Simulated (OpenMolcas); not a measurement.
Rh2+ (d7) among equal point charges was computed by CASSCF with the d shell active (OpenMolcas, ANO-RCC-VDZP on the metal). Its lowest spin-free states, and all those of the highest spin:

```tsv
2S+1	Degeneracy	E (cm-1)
4	3	0.0
2	2	5457
4	3	12010
2	3	15148
2	3	16421
2	3	20736
4	3	23757
2	1	25381
4	1	25817
2	3	27438
2	3	28794
2	2	30482
```

Q: Is the site octahedral, tetrahedral or cube-like, axial, or of lower symmetry?

A: The states with 2S+1 = 4 have orbital degeneracies 3, 3, 3, 1. Threefold states need a cubic site. For d7 at this spin an octahedron puts the threefold T1 below the threefold T2 and a tetrahedron or cube puts the single A2 below the threefold T2, so the site is octahedral. The run had Rh2+ among 6 point charges of -1.7 e arranged as an octahedron (Oh), 1.88 Å from the ion.

An orbital triplet at a regular site is open to Jahn-Teller coupling, which can distort the site and quench the lowest spin-orbit gaps and is left out. Without dynamic correlation the repulsion within the d shell is too large (B by tens of per cent), so at a given field states of lower spin stand too high. This shell can be high or low spin here, a state of another spin lies low, and with metal d orbitals alone active their balance is uncertain, so the ground spin may be wrong. Point charges give a weaker field than real ligands, and real ions of this kind are as a rule low spin; the high spin found here belongs to the model. Point charges carry no covalency, so the field is a model and not that of real ligands. No measured value stands beside these numbers.
